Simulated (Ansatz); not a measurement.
All numbers were calculated with Ansatz.

A structure relaxed at PBE0-D4/def2-TZVP, charge 0, multiplicity 1:

Cartesian coordinates in Å:
```
C -1.063 -1.084 0.060
C 0.026 -0.012 -0.011
C -0.601 1.293 -0.510
C 1.118 -0.455 -0.979
Al 0.722 0.304 1.814
H -1.870 -0.810 0.746
H -1.517 -1.234 -0.930
H -0.670 -2.056 0.379
H 0.137 2.096 -0.615
H -1.394 1.652 0.154
H -1.053 1.145 -1.501
H 1.586 -1.394 -0.670
H 1.914 0.289 -1.072
H 0.702 -0.614 -1.985
H -0.301 0.748 2.952
H 2.265 0.134 2.167
```

Question: Give its formula and SMILES.

Answer: C4H11Al, `C[C](C)(C)[AlH2]`.

Question: Point group (tolerance 0.08 Å, 0.16 Å for H)?

Answer: Cs.

Question: Summarise the bond lengths by kind.

Answer: 3 × C–C 1.525 to 1.530 Å; 9 × C–H 1.094 to 1.100 Å; 1 × Al–C 1.979 Å; 2 × Al–H 1.593 Å.
